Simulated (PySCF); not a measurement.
# What a mistake does to a calculation on AlBGeH4N cation

Calculated results; nothing here was measured. They come from PySCF 2.14.0, an open-source quantum chemistry program, on an isolated molecule that a program drew, which may never have been made. The molecule is AlBGeH4N cation (charge +1, singlet), drawn as the SMILES string `N=[B][GeH2][AlH+]`.

Each row is a Hartree-Fock (HF) and frozen-core CCSD(T) single point in the cc-pV(D+d)Z basis, meant for a local HF minimum. Run 1 is clean. Each other run has one planted mistake out of seven kinds, and not every kind appears here: one electron removed, one electron added, multiplicity raised by two, geometry at a saddle point, minimal basis STO-3G, one bond length entered in bohr, all coordinates scaled. The reference is restricted for singlets and unrestricted otherwise, and also for a bond in bohr. Adding or removing an electron swaps singlet and doublet. Electrons count all cores. HOMO and LUMO are orbital energies over both spins, the gradient is its largest component, and the lowest frequency (negative if imaginary) is given only where the gradient is small. Bond lengths are over the 7 bonds as drawn. T1 is the CCSD diagnostic: over 0.02 (restricted) or 0.045 (unrestricted) a single reference is doubtful. Germanium has the cc-pVDZ-PP basis, with a core potential (ECP10MDF) in place of its 10 inner electrons, and its 3s, 3p and 3d shells are frozen in CCSD(T).

Geometry of the clean run:
```xyz
8
AlBGeH4N cation, angstrom
N    -0.6004    1.4336   -1.1914
B    -0.1638    1.6059   -0.0654
Ge    0.5982    1.7226    1.8157
Al    1.2822   -0.6811    2.2989
H    -0.9670    1.3528   -2.1072
H    -0.4132    2.0403    2.9030
H     1.8948    2.5033    1.9396
H     1.6931   -2.1573    2.5735
```

```
run  electrons  basis functions  <S^2>  HOMO (eV)  LUMO (eV)  gradient (hartree/bohr)  lowest frequency (cm^-1)  mean bond (Å)  longest bond (Å)      T1  HF (hartree)  CCSD(T) (hartree)                     mistake
  1         60               94  0.000     -15.16      -4.59                  3.6e-05                        66         1.6260             2.545  0.0176    -616.51258         -616.94753                    no fault
  2         59               94  0.761     -20.19     -11.43                  1.2e-01                         -         1.6260             2.545  0.0350    -616.03512         -616.41203        one electron removed
  3         60               94  2.038     -11.72      -7.76                  4.4e-02                         -         1.6260             2.545  0.0298    -616.37727         -616.80440  multiplicity raised by two
  4         61               94  0.787      -5.82       0.61                  2.6e-02                         -         1.6260             2.545  0.0190    -616.70325         -617.14873                           ?
```

**Which mistake was planted in run 4, and what did it cost?**

It counts 61 electrons, one more than the clean run, at the same geometry and basis. So the mistake is: one electron added. Subtracting run 1 and multiplying by 627.51 kcal/mol a hartree, the energy moved by -119.6 kcal/mol in HF and -126.3 kcal/mol in CCSD(T).

